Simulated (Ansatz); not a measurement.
Computed with Ansatz on PBE0-D4/def2-TZVP structures; ΔE is electronic, products minus reactants. CCSD(T)/CBS adds triple-zeta CCSD(T) − MP2 to the extrapolated MP2 energy (def2 sets, frozen cores). This one scheme is used for every species, atoms too. DFT in def2-TZVPP. B3LYP here is the variant with VWN-RPA as its local correlation; programs differ in this. Open shells (•) are unrestricted, without spin–orbit coupling. Spin–orbit coupling would lower the free atoms: a little for B. For As outer-core shells are correlated without core-valence functions, so the limit isn't a true one: a few kJ/mol of doubt a bond, and 10 to 20 or more in all where bonds break to atoms. Scalar relativity is left out up to krypton.

`[BH3-][AsH3+]` → As• + B• + 6 H•  (atomization)

(1) What is ΔE at CCSD(T)/CBS? (Best estimate.)

(2) What do these levels give: revPBE-D4, B3LYP-D4, r2SCANh-D4, CAM-B3LYP-D4, ωB97X-V, PBE, BLYP, MP2/def2-SVP, MP2/def2-TZVPP, CCSD(T)/def2-TZVPP, HF/CBS(def2), MP2/CBS(def2)? (Estimate.)

Largest T1 diagnostic among the species: 0.014.

Answers

(1) Computed: +2176.1 kJ/mol.

(2) Ansatz gave: revPBE-D4 2153.5, B3LYP-D4 2207.9, r2SCANh-D4 2190.2, CAM-B3LYP-D4 2209.6, ωB97X-V 2207.5, PBE 2177.2, BLYP 2163.3, MP2/def2-SVP 2015.4, MP2/def2-TZVPP 2103.3, CCSD(T)/def2-TZVPP 2140.7, HF/CBS(def2) 1615.9, MP2/CBS(def2) 2138.7 kJ/mol.

From r2SCAN to r2SCAN0 (25 % exact exchange), in def2-TZVPP and without D4, ΔE moves by −16.2 kJ/mol: exact exchange takes away binding that semilocal exchange gives to molecules. In def2-TZVPP, CCSD(T) changes the Hartree–Fock value by +525.7 kJ/mol (the triples alone add +19.6 kJ/mol) and MP2 by +488.3 kJ/mol; breaking electron pairs costs correlation energy, which Hartree–Fock lacks. At CCSD(T), def2-SVP lies −124.8 kJ/mol from the extrapolated value and def2-TZVPP −35.4 kJ/mol: correlation converges slowly with the basis, and small sets miss more of it in the bonded molecule than in its fragments.

For atomizations the MP2-based limit and the directly extrapolated one differ by several kJ/mol either way, and by 10 to 25 for some Ge, Se and Sn compounds, so smaller differences from it don't rank the levels.
